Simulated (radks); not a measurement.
Isoelectronic series with 20 electrons, each ion in its NIST ground configuration. Method: scalar-relativistic Kohn-Sham, BLYP, spin-polarised, spherical densities, finite nucleus; open shells are filled with parallel spins first; Fermi nuclear charge, rms radius of each element as measured or else 0.836 A^(1/3) + 0.57 fm; computed with a radial shooting solver on a logarithmic mesh with Libxc functionals. Total energies (hartree) and mean radii <r> (bohr) (* marks an orbital that is empty in some or all of the ions):

\begin{tabular}{lrrrr}
ion & configuration & E (hartree) & 4s* & 3p \\ \hline
Ca & [Ar] 4s2 & -680.56296 & 3.997 & 1.273 \\
Sc+ & [Ar] 3d1 4s1 & -764.07521 & 3.302 & 1.168 \\
Ti2+ & [Ar] 3d2 & -853.08954 & 2.887 & 1.083 \\
V3+ & [Ar] 3d2 & -947.44824 & 2.493 & 0.9925 \\
Cr4+ & [Ar] 3d2 & -1047.11212 & 2.210 & 0.9157 \\
Mn5+ & [Ar] 3d2 & -1152.08223 & 1.992 & 0.8500 \\
Fe6+ & [Ar] 3d2 & -1262.36590 & 1.819 & 0.7933 \\
Co7+ & [Ar] 3d2 & -1377.97378 & 1.676 & 0.7438 \\
Ni8+ & [Ar] 3d2 & -1498.91917 & 1.556 & 0.7002 \\
Cu9+ & [Ar] 3d2 & -1625.21638 & 1.453 & 0.6615 \\
Zn10+ & [Ar] 3d2 & -1756.88234 & 1.364 & 0.6269 \\
Ga11+ & [Ar] 3d2 & -1893.93438 & 1.285 & 0.5958 \\
Ge12+ & [Ar] 3d2 & -2036.39141 & 1.216 & 0.5677 \\
\end{tabular}
